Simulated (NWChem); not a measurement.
## Correlation energy of HfO2

```xyz
3

Hf     0.0000     0.0000    -0.1978
O     -1.4322     0.0000     0.8900
O      1.4322     0.0000     0.8900
```
Charge 0, spin multiplicity 1.

The numbers come from NWChem runs, not from measurements. The geometry was optimised at PBE/def2-SVP with def2 effective core potentials on Hf, a minimum by its harmonic frequencies.

Basis set: def2-SVP. Each correlation energy counts from its own Hartree-Fock reference.

Effective core potentials replace the inner electrons of Hf; spin-orbit coupling is left out. The correlated methods keep 2 core orbitals frozen. The structure started from a generated list of species. Coupled-cluster values serve here as a point of comparison, not as the truth.

Problem. One of these methods gave a correlation energy of -639.6 mHa. Which?
A. CR-CCSD(T)
B. SCS-MP2
C. CR-CCSD[T]
D. MP2

Solution. D, MP2. The others give -599.7 (SCS-MP2), -633.2 (CR-CCSD[T]), -626.0 (CR-CCSD(T)).
